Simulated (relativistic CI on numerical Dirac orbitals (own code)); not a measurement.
Energy levels of Zr37+

Calculated at this level of theory: Dirac-Coulomb-Breit CI, orbitals from a KLI potential per configuration, model QED (radiative potential, 1s self-energy scaled to tabulated hydrogen-like ionisation energies), unscaled Slater integrals (own radial code, finite nucleus).

CI space (outside the closed core 1s2): 2s, 2p, 3s, 3p, 3d, 4s, 4p, 4d, 4f, 5s, 5p, 5d, 5f, 5g. Levels of other configurations are missing.

The lowest level is 2s 2S_1/2, with 100 % of that term; Hund's rules for 2s give 2S with J = 1/2, in agreement.

| No. | Configuration | Term | J | E (eV) | % | Landé g | jj configuration (%) |
| --- | --- | --- | --- | --- | --- | --- | --- |
| 1 | 2s | 2S | 1/2 | 0.00 | 100 | 1.989 | 2s (100) |
| 2 | 2p | 2P° | 1/2 | 81.19 | 100 | 0.652 | 2p1/2 (100) |
| 3 | 2p | 2P° | 3/2 | 183.26 | 100 | 1.324 | 2p3/2 (100) |
| 4 | 3s | 2S | 1/2 | 2888.45 | 100 | 1.996 | 3s (100) |
| 5 | 3p | 2P° | 1/2 | 2910.96 | 100 | 0.660 | 3p1/2 (100) |
| 6 | 3p | 2P° | 3/2 | 2941.22 | 100 | 1.329 | 3p3/2 (100) |
| 7 | 3d | 2D | 3/2 | 2949.18 | 100 | 0.795 | 3d3/2 (100) |
| 8 | 3d | 2D | 5/2 | 2958.65 | 100 | 1.196 | 3d5/2 (100) |
| 9 | 4s | 2S | 1/2 | 3885.75 | 100 | 1.999 | 4s (100) |
| 10 | 4p | 2P° | 1/2 | 3895.01 | 100 | 0.663 | 4p1/2 (100) |
| 11 | 4p | 2P° | 3/2 | 3907.74 | 100 | 1.331 | 4p3/2 (100) |
| 12 | 4d | 2D | 3/2 | 3911.06 | 100 | 0.797 | 4d3/2 (100) |
| 13 | 4d | 2D | 5/2 | 3915.05 | 100 | 1.198 | 4d5/2 (100) |
| 14 | 4f | 2F° | 5/2 | 3915.23 | 100 | 0.854 | 4f5/2 (100) |
| 15 | 4f | 2F° | 7/2 | 3917.21 | 100 | 1.141 | 4f7/2 (100) |
| 16 | 5s | 2S | 1/2 | 4343.50 | 100 | 2.000 | 5s (100) |
| 17 | 5p | 2P° | 1/2 | 4348.17 | 100 | 0.664 | 5p1/2 (100) |
| 18 | 5p | 2P° | 3/2 | 4354.68 | 100 | 1.332 | 5p3/2 (100) |
| 19 | 5d | 2D | 3/2 | 4356.36 | 100 | 0.798 | 5d3/2 (100) |
| 20 | 5d | 2D | 5/2 | 4358.41 | 100 | 1.199 | 5d5/2 (100) |
| 21 | 5f | 2F° | 5/2 | 4358.51 | 100 | 0.855 | 5f5/2 (100) |
| 22 | 5f | 2F° | 7/2 | 4359.53 | 100 | 1.142 | 5f7/2 (100) |
| 23 | 5g | 2G | 7/2 | 4359.53 | 100 | 0.887 | 5g7/2 (100) |
| 24 | 5g | 2G | 9/2 | 4360.13 | 100 | 1.110 | 5g9/2 (100) |

Energies count from the lowest computed level; ° marks odd parity. Filled j subshells are mostly left out of the jj labels.

The mean weight of the leading LS term, summed over parents, in these 24 levels is 100 %, and that of the leading jj configuration (from the same eigenvectors) 100 %.

At this charge energies of transitions that change n are usually good to better than 1 %, and those within a shell (Δn = 0) to a few per cent.
